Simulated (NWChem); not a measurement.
System: GaO, doublet; SMILES [O]=[Ga]

NWChem input:

```
start job
memory heap 200 mb stack 900 mb global 1100 mb
geometry units angstroms
  Ga     0.000000     0.000000    -0.367999
  O      0.000000     0.000000     1.338887
end
basis spherical
  Ga library def2-svp
  O library def2-svp
end
dft
  odft
  mult 2
  xc pbe0
  iterations 150
end
driver
  maxiter 120
end
task dft optimize
task dft freq
```

No stability test was run on the SCF state.

The level has its own optimisation; frequencies are unscaled.

**Question.** Predict the main results of this run. (PBE0/def2-SVP, spin-unrestricted.) Quantities: basis functions; r Ga–O (Å); highest harmonic frequency (cm⁻¹); zero-point energy (kcal/mol); dipole (D).

**Answer.** 
```
Item                               Value
---------------------------------  -----
number of basis functions             46
r Ga–O (Å)                         1.707
highest harmonic frequency (cm⁻¹)    752
zero-point energy (kcal/mol)         1.1
dipole (D)                          3.38
```
